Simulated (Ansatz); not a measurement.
Input for Ansatz (a program for electronic structure): R-wB97X-V/def2-TZVPP on H2Te (SMILES [TeH2]). Elements past Kr take the def2 small-core potentials; no spin–orbit coupling.

Ansatz 0.2 input:
```yaml
crystal:
  periodic: [false, false, false]
  atoms:
    - {symbol: Te, position_ang: [-0.00009802, 0.03427087, -0.00000000]}
    - {symbol: H, position_ang: [-1.17190338, -1.12566032, 0.00000000]}
    - {symbol: H, position_ang: [1.17832353, -1.11893805, 0.00000000]}
basis:
  gaussian:
    orbitals: def2-TZVPP
hamiltonian:
  xc: {name: wB97X-V}
accuracy: high
phonons: {}
scf: {lower_state_search: off}
```

Question: What total energy does the run end on?

Answer: -269.1945 hartree.

Question: How many basis functions does it have, and what does it roughly cost on one machine?

Answer: 78 functions; very roughly 70 core-seconds.
